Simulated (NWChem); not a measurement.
SiHF, singlet; SMILES [SiH]F

Results from NWChem. Low-valent species are run as closed-shell singlets; no triplet was tried in these runs. The level has its own optimisation; frequencies are unscaled.

Question: What does the run give for PBE-D3(BJ)/def2-SVP? Quantities: r H–Si (Å); r F–Si (Å); highest harmonic frequency (cm⁻¹); lowest (cm⁻¹); zero-point energy (kcal/mol); dipole (D).

Answer: 
```json
{
 "r H–Si (Å)": "1.565",
 "r F–Si (Å)": "1.653",
 "highest harmonic frequency (cm⁻¹)": "1891",
 "lowest (cm⁻¹)": "817",
 "zero-point energy (kcal/mol)": "5.1",
 "dipole (D)": "0.88"
}
```
